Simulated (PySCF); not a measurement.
Computed IR spectrum (relative IR intensity) of a molecule C₂H₈ClNSi. Geometry: PBE-D3(BJ)/def2-SVP. One conformer was computed; it need not be the lowest. All values below come from PBE-D3(BJ)/def2-SVP (PySCF). Frequencies are harmonic and unscaled.

Lines under 2 % of the strongest are left out, and lines within 2 cm⁻¹ are merged.

| ν (cm⁻¹) | relative intensity |
|---|---|
| 224 | 3.3 |
| 251 | 2.7 |
| 267 | 11 |
| 318 | 6.7 |
| 412 | 7.5 |
| 524 | 27 |
| 558 | 22 |
| 636 | 9.5 |
| 694 | 11 |
| 811 | 40 |
| 826 | 100 |
| 903 | 13 |
| 910 | 33 |
| 972 | 9.2 |
| 1110 | 2.2 |
| 1172 | 2.0 |
| 1283 | 2.2 |
| 1297 | 3.5 |
| 1339 | 2.9 |
| 1408 | 2.6 |
| 1427 | 2.5 |
| 1576 | 14 |
| 2166 | 48 |
| 2187 | 44 |
| 2833 | 31 |
| 2956 | 13 |
| 3035 | 8.5 |
| 3063 | 5.8 |
| 3386 | 2.2 |

Question: Which structure fits?
(A) CNC[SiH2]Cl
(B) CN(C)[SiH2]Cl
(C) CCN[SiH2]Cl
(D) C[C@H](N)[SiH2]Cl

Answer: D, C[C@H](N)[SiH2]Cl
